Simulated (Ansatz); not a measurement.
# How basis sets differ on SiHF3 (SMILES F[SiH](F)F)

SiHF3, singlet, SMILES `F[SiH](F)F`. Each level relaxes the structure for itself.

Each level gives the zero-point energy at each level's own minimum (kJ/mol). The values are calculated.

| level | kind | program | value (kJ/mol) |
| --- | --- | --- | --- |
| HF/STO-3G | Hartree–Fock | Ansatz | 53.5 |
| HF/3-21G | Hartree–Fock | Ansatz | 51.8 |
| HF/6-31G* (Cartesian functions) | Hartree–Fock | Ansatz | 51.3 |
| HF/cc-pVTZ | Hartree–Fock | Ansatz | 50.2 |

Harmonic and unscaled. The values span 50.2 to 53.5 kJ/mol.
